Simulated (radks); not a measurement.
Species: W. Configuration: [Xe] 4f14 5d4 6s2.

Method: scalar-relativistic Kohn-Sham, SCAN, spin-unpolarised, spherical densities, finite nucleus; meta-GGA in the generalised Kohn-Sham scheme; Fermi nuclear charge, rms radius 5.3658 fm; computed with a radial shooting solver on a logarithmic mesh with Libxc functionals.

Energy parts (eV):
part                       energy
total                  -439257.40
kinetic                 483859.72
electron-nucleus      -1085941.48
Hartree                 171640.51
exchange-correlation     -8816.15

Orbitals (lengths in bohr, moments of r in powers of bohr; <r^-3> diverges for s and p1/2):
| orbital | occ. | eigenvalue (eV) | <r> | <r^-3> | <r^2> |
|---|---|---|---|---|---|
| 1s | 2 | -69560.33 | 0.01835 | - | 0.0004631 |
| 2s | 2 | -12032.42 | 0.07753 | - | 0.007115 |
| 2p | 6 | -10519.98 | 0.06943 | 19760 | 0.005891 |
| 3s | 2 | -2782.800 | 0.2008 | - | 0.04612 |
| 3p | 6 | -2332.058 | 0.2012 | 4412 | 0.04694 |
| 3d | 10 | -1812.716 | 0.1825 | 565.1 | 0.03903 |
| 4s | 2 | -579.5785 | 0.4493 | - | 0.2278 |
| 4p | 6 | -431.0417 | 0.4776 | 1021 | 0.2594 |
| 4d | 10 | -242.1217 | 0.5112 | 112.4 | 0.3028 |
| 5s | 2 | -79.9264 | 1.066 | - | 1.280 |
| 5p | 6 | -43.5878 | 1.254 | 145.5 | 1.788 |
| 4f | 14 | -33.7135 | 0.6072 | 19.07 | 0.4632 |
| 6s | 2 | -6.1459 | 3.097 | - | 10.95 |
| 5d | 4 | -4.4682 | 2.074 | 6.552 | 5.265 |

The highest occupied level is 5d at -4.468 eV. For comparison, the ionisation energy in NIST's Atomic Spectra Database is 7.864 eV (measured). In exact Kohn-Sham theory the highest level is minus the ionisation energy, but local and semilocal functionals leave it too shallow, through self-interaction and a potential that decays too fast; potentials with the right tail come closer.

Beside tabulated values, note that spin-unpolarised runs miss the spin-polarisation part of the exchange energy of open shells.

Empty levels of this run are not shown, since the potential may be unsettled where no density lies.
